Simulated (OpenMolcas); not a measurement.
## Ru4+: effect of the IPEA shift

```json
{
 "Program": "OpenMolcas 26.06",
 "Basis": "ANO-RCC-VTZP [7s6p4d2f1g]",
 "Scalar Hamiltonian": "DKH2, point nucleus",
 "Active space": "4 electrons in 10 orbitals (4d 5d)",
 "State averaging": "2S+1 = 5 even, 5 roots; 2S+1 = 3 even, 45 roots; 2S+1 = 1 even, 49 roots",
 "Spin-orbit coupling": "RASSI with atomic mean-field integrals over the reference wave functions, term energies averaged over their components"
}
```

Methods on the same reference wave functions:
A. CASSCF
B. MS-CASPT2, IPEA 0 Eh, imaginary shift 0.1 Eh (closed shells correlated: 4s 4p)
C. MS-CASPT2, IPEA 0.25 Eh, imaginary shift 0.1 Eh (closed shells correlated: 4s 4p)

Energies in cm-1 above 4d4 5D0.

```tsv
Level	A	B	C
4d4 5D0	0.0	0.0	0.0
4d4 5D1	458	495	488
4d4 5D2	1253	1319	1308
4d4 5D3	2277	2350	2330
4d4 5D4	3459	3510	3500
4d4 3P0(1)	19758	16100	16690
4d4 3H4	19899	17750	18150
4d4 3H5	20982	18950	19340
4d4 3H6	21916	19970	20350
4d4 3P1(1)	22151	18500	19110
4d4 3F3(1) [61 %]	23168	19860	20410
4d4 3F2(1)	23501	20130	20720
4d4 3F4(1) [67 %]	23837	20660	21230
4d4 3P2(1)	25533	21750	22390
4d4 3G3 [61 %]	26211	22860	23410
4d4 3G4 [71 %]	26751	23420	23920
4d4 3G5	27427	24260	24720
4d4 1I6	31350	28820	29100
4d4 3D3	32461	27110	27760
4d4 3D2	32736	27530	28140
4d4 3D1	33265	27960	28610
4d4 1G4(1)	33865	30350	30730
4d4 1S0	38286	32360	33130
4d4 1D2(1)	40244	35290	35600
```

Between B and C the level of the table that moves most is 4d4 1S0, by 780 cm-1 (lowest in B, highest in C). Moves below CASPT2's spread within the term are not significant.

From A to B the spin-free energies of the other terms of 4d4 shown, above 5D, scale by factors of 0.82 to 0.91, as is usual when dynamic correlation screens the repulsion within a d or f shell.

The lowest spin-free term lies below A's lowest term by 0.332 hartree in B, 0.324 hartree in C.

Term energies are means over components that CASPT2 splits; among the terms shown or strongly mixed into the levels shown the widest spread is 990 cm-1 (4d4 1I, C). Active for correlation alone: 5d; no level in the range computed is led by a configuration that fills it, so any true level of that kind is missing. Without dynamic correlation excited terms often stand tens of per cent too high (terms of higher spin than the ground term too low), and those without a measured partner can miss by more than the paired ones (holds for A). The CASPT2 spread within a term exceeds the gap to the next term for 4d4 3D and 4d4 1I, 4d4 1I and 4d4 1G(1), so the order of their levels is uncertain (holds for C). Only configurations of the active space appear. The table leaves out levels that lie high or whose names do not pair safely across all columns.

A share in square brackets marks a mixed level and gives the weight of the term that names it, the lowest over the columns. A number in round brackets counts repeated terms of one configuration in the order of the reference energies.
